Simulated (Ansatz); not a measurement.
FH4N2NbO (`[NH2][Nb]([NH2])(=[O])[F]`) from Hartree–Fock to CCSD(T)

Z-matrix (Å, degrees):
```
Nb
N 1 1.970
O 1 1.692 2 106.9
N 1 1.970 2 111.7 3 116.7
F 1 1.890 2 109.3 3 -122.2
H 2 1.010 1 125.7 3 -174.8
H 2 1.010 1 124.2 3 0.6
H 4 1.010 1 124.1 2 -117.3
H 4 1.010 1 125.7 2 58.1
```

Total charge 0; spin multiplicity 1. Correlated methods include outer-core shells of Nb, which these sets cover unevenly. Nb: def2 effective core potential. The geometry is a stationary point of PBE0-D4/def2-TZVP. It is one conformer, not always the lowest. Frozen core, restricted reference, the Gaussian-basis code of Ansatz.

| basis | HF (Eh) | MP2 corr. |
| --- | --- | --- |
| def2-SVP | -341.83942 | -1.06937 |
| def2-TZVPP | -342.21985 | -1.40280 |
| def2-QZVPP | -342.23773 | -1.52279 |

Question: Estimate the CCSD correlation energy and the (T) correction in each basis where they were run (hartree).

Answer: 
| basis | CCSD corr. | (T) |
| --- | --- | --- |
| def2-SVP | -1.05402 | -0.04302 |
| def2-TZVPP | -1.37471 | -0.06822 |
